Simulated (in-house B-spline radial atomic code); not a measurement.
## Ionising the ytterbium ion Yb⁺ with different functionals

Computed with a B-spline radial code for spherical atoms: four-component Dirac-Coulomb Hamiltonian, Fermi nucleus of rms radius 5.3108 fm, spin-restricted, spherical fractional occupations for the functionals, and exact exchange of hybrids averaged over the configuration. The ionisation energy is the difference of two self-consistent energies, [Xe] 4f14 6s1 → [Xe] 4f14, without Breit or QED terms; ε is the level of the shell that loses the electron (mean over j).

```json
{"method": "B97-1", "rung": "global hybrid", "ΔSCF (eV)": "12.08", "-ε(6s) (eV)": "9.82"}
{"method": "BHandHLYP", "rung": "global hybrid", "ΔSCF (eV)": "12.15", "-ε(6s) (eV)": "10.66"}
{"method": "wB97X", "rung": "range-separated hybrid", "ΔSCF (eV)": "11.94", "-ε(6s) (eV)": "12.07"}
{"method": "LC-wPBE", "rung": "range-separated hybrid", "ΔSCF (eV)": "11.91", "-ε(6s) (eV)": "11.83"}
```

(1) Among the functionals, which spreads more, the ΔSCF values or the orbital energies?

(2) How do they compare with the NIST value?

Answers

(1) The orbital energies: ΔSCF values span about 0.24 eV and the orbital energies 2.25 eV; here energy differences depend much less on the functional than eigenvalues do.

(2) NIST lists 12.179 eV (measured, ground level to ground level). Errors run from -0.27 to -0.03 eV; BHandHLYP is closest (-0.03 eV), but part of that can be cancellation, since the calculations leave out Breit-QED terms, spin polarisation.
